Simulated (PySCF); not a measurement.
PySCF input (HF/def2-TZVPD):

```python
from pyscf import gto, scf, dft

mol = gto.M(
    atom='''
    Si   -0.08942186    0.09722192   -0.58423254
    Cl    0.15269672    0.93373634    1.33303770
    N     1.28922929   -0.90813076   -0.77726011
    N    -1.44447798   -0.91848380   -0.81010495
    H     1.40126330   -1.43766907   -1.62893994
    H     2.17594243   -0.62829898   -0.38718828
    H    -1.46825709   -1.84715507   -0.41188748
    H    -2.36614591   -0.53519966   -0.94281442
    ''',
    basis='def2-tzvpd',
    charge=0,
    spin=1,
    verbose=4,
)

mf = scf.UHF(mol).density_fit(auxbasis='def2-universal-jkfit')
mf.conv_tol = 1e-9
mf.max_cycle = 100
mf.max_memory = 1500
mf.kernel()
if not mf.converged:
    mf = mf.newton()
    mf.kernel(mf.make_rdm1())
for _ in range(2):
    mo, _, stable, _ = mf.stability(return_status=True)
    if stable:
        break
    mf.kernel(mf.make_rdm1(mo, mf.mo_occ))
mf.analyze()
```

End of the output:

```
Extra cycle  E= -859.82075451059  delta_E= -5.39e-11  |g|= 4.23e-06  |ddm|= 1.03e-05
converged SCF energy = -859.82075451059  <S^2> = 0.75494095  2S+1 = 2.0049349
uhf_internal: lowest eigs of H = [0.37436124 0.38787002 0.41007668]
<class 'pyscf.df.df_jk.DFUHF'> wavefunction is stable in the internal stability analysis
**** SCF Summaries ****
Total Energy =                        -859.820754510589950
Nuclear Repulsion Energy =             212.911343992921701
One-electron Energy =                -1611.947059223220094
Two-electron Energy =                  539.214960719708415
Two-electron Coulomb Energy =          601.952329834606644
DFT Exchange-Correlation Energy =      -62.737369114898229
HOMO-LUMO gap [eV] =                     9.910739229653172
**** MO energy ****
                             alpha | beta                alpha | beta
MO #1   energy= -104.809913091194  | -104.80846326345   occ= 1 | 1
MO #2   energy= -68.826867373391   | -68.82057479459    occ= 1 | 1
MO #3   energy= -15.5526211362561  | -15.5483748603552  occ= 1 | 1
MO #4   energy= -15.5505444436191  | -15.5477568206172  occ= 1 | 1
MO #5   energy= -10.5392972027275  | -10.5378022820983  occ= 1 | 1
MO #6   energy= -8.00755884330191  | -8.00410738043461  occ= 1 | 1
MO #7   energy= -8.00479892534258  | -8.00385078642242  occ= 1 | 1
MO #8   energy= -8.0046462168954   | -8.00226492088625  occ= 1 | 1
MO #9   energy= -6.16958427107991  | -6.15977437762313  occ= 1 | 1
MO #10  energy= -4.28065260815299  | -4.26967280264367  occ= 1 | 1
MO #11  energy= -4.2735389143491   | -4.2689384507359   occ= 1 | 1
MO #12  energy= -4.27286764633494  | -4.26103946881415  occ= 1 | 1
MO #13  energy= -1.16943988780151  | -1.15868272307215  occ= 1 | 1
MO #14  energy= -1.13793327204637  | -1.12861851607901  occ= 1 | 1
MO #15  energy= -1.07599704399582  | -1.06533626550802  occ= 1 | 1
MO #16  energy= -0.720408343274713 | -0.699504707719036 occ= 1 | 1
MO #17  energy= -0.678889403931384 | -0.672628524696452 occ= 1 | 1
MO #18  energy= -0.669646339719026 | -0.663082962723279 occ= 1 | 1
MO #19  energy= -0.589935396745751 | -0.578379922134467 occ= 1 | 1
MO #20  energy= -0.546677759301311 | -0.527622868022618 occ= 1 | 1
MO #21  energy= -0.492846091490586 | -0.469303290932027 occ= 1 | 1
MO #22  energy= -0.459582588493306 | -0.4540039190872   occ= 1 | 1
MO #23  energy= -0.444196906566161 | -0.423432662077922 occ= 1 | 1
MO #24  energy= -0.422296156991926 | -0.416979692108676 occ= 1 | 1
MO #25  energy= -0.326212419663193 | 0.0380005323109884 occ= 1 | 0
MO #26  energy= 0.0622126113348957 | 0.0817041109098554 occ= 0 | 0
MO #27  energy= 0.0805225280003571 | 0.084771196741884  occ= 0 | 0
MO #28  energy= 0.0862648360039044 | 0.089907051676074  occ= 0 | 0
MO #29  energy= 0.0901700886674947 | 0.105086252051656  occ= 0 | 0
MO #30  energy= 0.114565425897454  | 0.116651864556623  occ= 0 | 0
MO #31  energy= 0.123242123315131  | 0.126976670927005  occ= 0 | 0
MO #32  energy= 0.127594379011832  | 0.133708992896392  occ= 0 | 0
MO #33  energy= 0.134982004260434  | 0.140545403044747  occ= 0 | 0
MO #34  energy= 0.149989793554149  | 0.16070637217545   occ= 0 | 0
MO #35  energy= 0.173483898937521  | 0.181301798924736  occ= 0 | 0
MO #36  energy= 0.19780001237511   | 0.200020759126993  occ= 0 | 0
MO #37  energy= 0.206603688781467  | 0.210804720037516  occ= 0 | 0
MO #38  energy= 0.213783192521022  | 0.221285931716212  occ= 0 | 0
MO #39  energy= 0.224018471174811  | 0.22661549535047   occ= 0 | 0
MO #40  energy= 0.227935890276304  | 0.231629842959704  occ= 0 | 0
MO #41  energy= 0.252395631193105  | 0.256961680520305  occ= 0 | 0
MO #42  energy= 0.256770162720436  | 0.261093888338973  occ= 0 | 0
MO #43  energy= 0.265747903165168  | 0.270422591104341  occ= 0 | 0
MO #44  energy= 0.277049738385992  | 0.282970305165117  occ= 0 | 0
MO #45  energy= 0.283143714647563  | 0.292287649464266  occ= 0 | 0
MO #46  energy= 0.289421706533143  | 0.30114112761016   occ= 0 | 0
MO #47  energy= 0.294747188195239  | 0.312895824993338  occ= 0 | 0
MO #48  energy= 0.311247864951867  | 0.317814662969727  occ= 0 | 0
MO #49  energy= 0.322690164168141  | 0.326197087776606  occ= 0 | 0
MO #50  energy= 0.329389314125209  | 0.335025663291542  occ= 0 | 0
MO #51  energy= 0.342449920882669  | 0.346611826849894  occ= 0 | 0
MO #52  energy= 0.343695960858157  | 0.347634947512037  occ= 0 | 0
MO #53  energy= 0.348696161210719  | 0.352180977397157  occ= 0 | 0
MO #54  energy= 0.358191841964102  | 0.360749860789803  occ= 0 | 0
MO #55  energy= 0.360321018984133  | 0.366265657946332  occ= 0 | 0
MO #56  energy= 0.371122921568783  | 0.375473321690046  occ= 0 | 0
MO #57  energy= 0.390265672300499  | 0.392996153779461  occ= 0 | 0
MO #58  energy= 0.399071918375809  | 0.40139435139853   occ= 0 | 0
MO #59  energy= 0.409665391997938  | 0.412047075097371  occ= 0 | 0
MO #60  energy= 0.431668361411561  | 0.43567696546711   occ= 0 | 0
MO #61  energy= 0.442361509775424  | 0.444871367940561  occ= 0 | 0
MO #62  energy= 0.45084146141065   | 0.456665485256248  occ= 0 | 0
MO #63  energy= 0.473361387498008  | 0.47859344254545   occ= 0 | 0
MO #64  energy= 0.500697383949085  | 0.506657287892175  occ= 0 | 0
MO #65  energy= 0.513901561067551  | 0.516474334154896  occ= 0 | 0
MO #66  energy= 0.515425740679741  | 0.522351358688943  occ= 0 | 0
MO #67  energy= 0.524272227414428  | 0.533114195718888  occ= 0 | 0
MO #68  energy= 0.550613660038339  | 0.554638036045389  occ= 0 | 0
MO #69  energy= 0.571221818463264  | 0.589106447206268  occ= 0 | 0
MO #70  energy= 0.586306111337326  | 0.595385848842015  occ= 0 | 0
MO #71  energy= 0.599171390708903  | 0.613711579981864  occ= 0 | 0
MO #72  energy= 0.621830965309506  | 0.623803036021241  occ= 0 | 0
MO #73  energy= 0.625082331298287  | 0.634352898911731  occ= 0 | 0
MO #74  energy= 0.656840450325752  | 0.677867296342839  occ= 0 | 0
MO #75  energy= 0.671508057299946  | 0.681774589790513  occ= 0 | 0
MO #76  energy= 0.705523398202173  | 0.716026701323031  occ= 0 | 0
MO #77  energy= 0.722948528965813  | 0.735283730400855  occ= 0 | 0
MO #78  energy= 0.746871498659815  | 0.752741818936776  occ= 0 | 0
MO #79  energy= 0.75212102683051   | 0.756611099097922  occ= 0 | 0
MO #80  energy= 0.76748445458245   | 0.775526841968287  occ= 0 | 0
MO #81  energy= 0.7913890638513    | 0.795701217670922  occ= 0 | 0
MO #82  energy= 0.797391875160541  | 0.80310721700349   occ= 0 | 0
MO #83  energy= 0.812821476495489  | 0.816461298934839  occ= 0 | 0
MO #84  energy= 0.830815926644757  | 0.833912125188231  occ= 0 | 0
MO #85  energy= 0.842948242054372  | 0.847929180499458  occ= 0 | 0
MO #86  energy= 0.866226623787212  | 0.8762691103046    occ= 0 | 0
MO #87  energy= 0.879765735738319  | 0.887309208861953  occ= 0 | 0
MO #88  energy= 0.906940146908193  | 0.911579791333478  occ= 0 | 0
MO #89  energy= 0.913413508301483  | 0.919733727033381  occ= 0 | 0
MO #90  energy= 0.918584054628219  | 0.924793119451719  occ= 0 | 0
MO #91  energy= 0.940387653183624  | 0.944470387959782  occ= 0 | 0
MO #92  energy= 0.956908486961917  | 0.964165142688433  occ= 0 | 0
MO #93  energy= 0.975589689019946  | 0.983727862862118  occ= 0 | 0
MO #94  energy= 0.993653026980704  | 1.00052867068472   occ= 0 | 0
MO #95  energy= 1.03189126835146   | 1.03331335600241   occ= 0 | 0
MO #96  energy= 1.04435524841646   | 1.04724624461306   occ= 0 | 0
MO #97  energy= 1.05933291098485   | 1.06405219848739   occ= 0 | 0
MO #98  energy= 1.07855026318238   | 1.0812707838063    occ= 0 | 0
MO #99  energy= 1.11863448901215   | 1.12247770969104   occ= 0 | 0
MO #100 energy= 1.13432946755611   | 1.13817519464362   occ= 0 | 0
MO #101 energy= 1.28567242250821   | 1.29478319557154   occ= 0 | 0
MO #102 energy= 1.29541282870452   | 1.31131096626283   occ= 0 | 0
MO #103 energy= 1.32905259234933   | 1.33432110357973   occ= 0 | 0
MO #104 energy= 1.36241663344261   | 1.37843025875131   occ= 0 | 0
[...]
```

It need not be the lowest isomer of its formula.
